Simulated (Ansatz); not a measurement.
`C[SiH]([AlH2])[SiH3]` + `O[SiH3]` → `[AlH2][SiH]([SiH3])O[SiH3]` + CH₄  (ligand exchange at the Si–C bond)

Program: Ansatz. Geometries: PBE0-D4/def2-TZVP. ΔE: electronic, gas phase. CCSD(T)/CBS is the MP2 limit (def2-TZVPP, def2-QZVPP) plus CCSD(T) − MP2 in def2-TZVPP, frozen cores. This one scheme is used for every species. Functionals use def2-TZVPP. One conformer a species, not always the lowest.

```csv
level,ΔE (kcal/mol)
PBE0,-21.1
HF/def2-SVP,-25.9
```

What does CCSD(T)/CBS give? (Estimate.)

The calculation gave: -23.6 kcal/mol. The listed levels differ from it by 2.5, -2.3 kcal/mol.

Largest T1 diagnostic among the species: 0.013.

From BLYP to BHLYP (50 % exact exchange), in def2-TZVPP and without D4, ΔE moves by −1.9 kcal/mol. Leaving LDA and LC-ωPBE aside and taking each functional with its dispersion term where it has one, the values, not all of them listed here, spread over 5.8 kcal/mol, from BHLYP-D4 to PBE-D4. The D4 term adds −1.2 kcal/mol with B3LYP and −0.7 kcal/mol with PBE0; it sums over pairs of atoms, weighted by their polarisabilities, and B3LYP, whose exchange is more repulsive, gets the larger term.

CCSD(T)/CBS has its own doubt, a few kJ/mol and more with outer-core shells, so smaller differences from it don't rank the levels.

B3LYP here is the variant with VWN-RPA as its local correlation; programs differ in this.
